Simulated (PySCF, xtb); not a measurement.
C₂H₄FGa, SMILES [F][GaH][CH]=C. Other conformers were not sampled.

Harmonic wavenumbers (cm⁻¹) from GFN2-xTB run with xtb 6.7.1 at its own minimum, in rising order: 75, 79, 220, 333, 423, 452, 479, 528, 914, 958, 1013, 1186, 1386, 1596, 1651, 2947, 3036, 3055.

Question: What does B3LYP-D3(BJ)/def2-SVP (PySCF 2.14.0) give at its own minimum? (The exact figures need the calculation; the answer reports its results.)

Answer: 80, 119, 285, 411, 523, 570, 631, 690, 999, 1001, 1048, 1258, 1418, 1648, 1987, 3102, 3143, 3189. Paired by order, the mean absolute difference is 98 cm⁻¹ and the zero-point energies are 29.1 and 31.6 kcal/mol.
